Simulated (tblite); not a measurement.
Isomers of C5H8OS. Level: GFN2-xTB in tblite, geometry and Hessian alike; calculated harmonic values, unscaled, isolated species. The method is semi-empirical: single wavenumbers can be off by several per cent or more. One conformer each.

Electronic energies: GFN2-xTB at the same geometries; isomer energies are rough at this level and their order can be wrong.

```csv
SMILES,"electronic energy, lowest = 0 (kcal/mol)"
O=C1CCSCC1,0.0
C=C(SC)C(C)=O,25.9
C=CCC(=S)OC,23.3
```

Question: How do GFN2-xTB zero-point energies change the relative energies?

Answer: 
```csv
SMILES,ZPE (kcal/mol),of it from modes above 1550 cm⁻¹,electronic (kcal/mol),"with ZPE, lowest = 0 (kcal/mol)",lowest mode (cm⁻¹),rings
O=C1CCSCC1,75.6,36.7,0.0,0.0,76,1
C=CCC(=S)OC,73.6,37.2,23.3,21.3,27,0
C=C(SC)C(C)=O,72.5,39.8,25.9,22.7,37,0
```

The zero-point energies span 3.1 kcal/mol, from `C=C(SC)C(C)=O` to `O=C1CCSCC1`. The order is unchanged.

Question: What do entropy and thermal enthalpy add at 298.15 K and 1 bar (rigid rotor, harmonic oscillator, one conformer each)?

Answer: 
```tsv
SMILES	point group	symmetry number	S (cal/(mol K))	H − H(0) (kcal/mol)	ZPE + H − H(0) − TS (kcal/mol)
O=C1CCSCC1	Cs	1	82.6	4.91	55.9
C=CCC(=S)OC	C1	1	93.7	5.99	51.7
C=C(SC)C(C)=O	C1	1	93.5	6.21	50.8
```
